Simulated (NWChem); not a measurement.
System meant: WHOF4 cation; SMILES [OH][W+]([F])([F])([F])[F]

NWChem input:

```
start job
memory heap 200 mb stack 900 mb global 1100 mb
charge 1
geometry units angstroms noautoz
  W      0.000000     0.000000    -0.002512
  F      1.723660     0.509970     0.059387
  F     -1.303476     1.237748     0.059387
  F     -0.420183    -1.747718     0.059387
  F      0.000000     0.000000     1.819095
  O      0.000000     0.000000    -1.800927
  H      0.000000     0.000000    -2.775383
end
basis spherical
  * library def2-svp
end
ecp
  W library def2-ecp
end
dft
  xc xpbe96 cpbe96
  iterations 4
  mulliken
end
task dft energy
```

End of the output:

```
    Atom       Charge   Shell Charges
 -----------   ------   -------------------------------------------------------
    1 W   14    13.61   0.00  0.04  1.09  0.79  0.32  0.12  5.01  1.28  0.32  3.00  1.05  0.59
    2 F    9     8.94   1.98  1.04  0.75  3.17  1.99  0.01
    3 F    9     8.94   1.98  1.04  0.75  3.17  1.99  0.01
    4 F    9     8.94   1.98  1.04  0.75  3.17  1.99  0.01
    5 F    9     8.94   1.98  1.03  0.76  3.14  2.02  0.01
    6 O    8     7.81   1.97  0.87  0.57  2.61  1.78  0.01
    7 H    1     0.82   0.51  0.14  0.17

 center of mass
 --------------
 x =  -0.00000000 y =  -0.00000000 z =   0.03048732

 moments of inertia (a.u.)
 ------------------
         766.574602889641          -0.000000000000           0.000000000000
          -0.000000000000         766.574602889641          -0.000000000000
           0.000000000000          -0.000000000000         657.631401495267

     Multipole analysis of the density
     ---------------------------------

     L   x y z        total         alpha         beta         nuclear
     -   - - -        -----         -----         ----         -------
     0   0 0 0      1.000000    -29.000000    -29.000000     59.000000

     1   1 0 0     -0.000000     -0.000000     -0.000000     -0.000000
     1   0 1 0      0.000000      0.000000      0.000000      0.000000
     1   0 0 1     -1.906189     -1.384498     -1.384498      0.862806

     2   2 0 0    -32.846736    -94.307330    -94.307330    155.767923
     2   1 1 0     -0.000000     -0.000000     -0.000000      0.000000
     2   1 0 1     -0.000000     -0.000000     -0.000000     -0.000000
     2   0 2 0    -32.846736    -94.307330    -94.307330    155.767923
     2   0 1 1     -0.000000     -0.000000     -0.000000      0.000000
     2   0 0 2    -23.038666   -124.937298   -124.937298    226.835930

 ------------------------------------------------------------------------
 dft energy failed                                                                                  0
 ------------------------------------------------------------------------
 ------------------------------------------------------------------------
  current input line :
    24: task dft energy
 ------------------------------------------------------------------------
 ------------------------------------------------------------------------
 This type of error is most commonly associated with calculations not reaching convergence criteria
 ------------------------------------------------------------------------
 For more information see the NWChem manual at https://nwchemgit.github.io

0:dft energy failed:Received an Error in Communication
```

**Question.** What is wrong, and how is it mended?

**Answer.** Convergence was not reached. Cause: the SCF was allowed too few iterations. This input runs:
```
start job
memory heap 200 mb stack 900 mb global 1100 mb
charge 1
geometry units angstroms noautoz
  W      0.000000     0.000000    -0.002512
  F      1.723660     0.509970     0.059387
  F     -1.303476     1.237748     0.059387
  F     -0.420183    -1.747718     0.059387
  F      0.000000     0.000000     1.819095
  O      0.000000     0.000000    -1.800927
  H      0.000000     0.000000    -2.775383
end
basis spherical
  * library def2-svp
end
ecp
  W library def2-ecp
end
dft
  xc xpbe96 cpbe96
  iterations 150
  mulliken
end
task dft energy
```
It converges to -541.44313 Ha (PBE/def2-SVP with def2 effective core potentials on W).
